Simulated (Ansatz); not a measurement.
HfO2, charge -1, doublet, at a GFN2-xTB geometry (such geometries of metal compounds can be far from the true shape) (the multiplicity is a formal guess) (core potentials on Hf) (a gas-phase anion, which may not be bound at this level); BLYP/def2-SV(P) run with Ansatz (a program for electronic structure).

Ansatz was given this input:
Ansatz 0.2 input:
```yaml
crystal:
  periodic: [false, false, false]
  atoms:
    - {symbol: Hf, position_ang: [0.07930449, -0.00091257, 0.09359019]}
    - {symbol: O, position_ang: [0.87529993, 0.28197236, -1.46253691]}
    - {symbol: O, position_ang: [-1.58904031, -0.27375928, 0.62022524]}
basis:
  gaussian:
    orbitals: def2-SV_P_.json
hamiltonian:
  xc: blyp
total_charge: -1
magnetization: {spin_polarized: true, initial_magnetization: 1}
```
The basis file holds def2-SV(P) in the JSON format of the Basis Set Exchange.

It wrote (shortened):

```
Functional definition: BLYP
576 factors; their error is unknown
mean field evaluation 1: about -5394.3222 eV, gradient 2.9e1 eV
mean field evaluation 2: about -5220.8305 eV, gradient 1.7e2 eV
mean field evaluation 4: about -5397.6897 eV, gradient 4.0e0 eV
mean field evaluation 8: about -5397.7398 eV, gradient 2.2e-1 eV
mean field evaluation 16: about -5397.7399 eV, gradient 6.3e-6 eV
mean field evaluation 32: about -5390.9588 eV, gradient 1.4e-4 eV
mean field evaluation 64: about -5395.5023 eV, gradient 1.9e0 eV
mean field evaluation 96: about -5395.2829 eV, gradient 2.2e0 eV
mean field -5397.73986095 eV, -198.3632811704 hartree, gradient 6.3e-6 eV, S^2 0.751482; 9 other end points of the search recorded, 0 dependent functions left out
reference -5397.74010669 eV, -198.3632902011 hartree; 15, 14 occupied and 38, 39 virtual orbitals, 576 factors
Total energy: -5397.74010669 eV, -198.3632902011 hartree
```
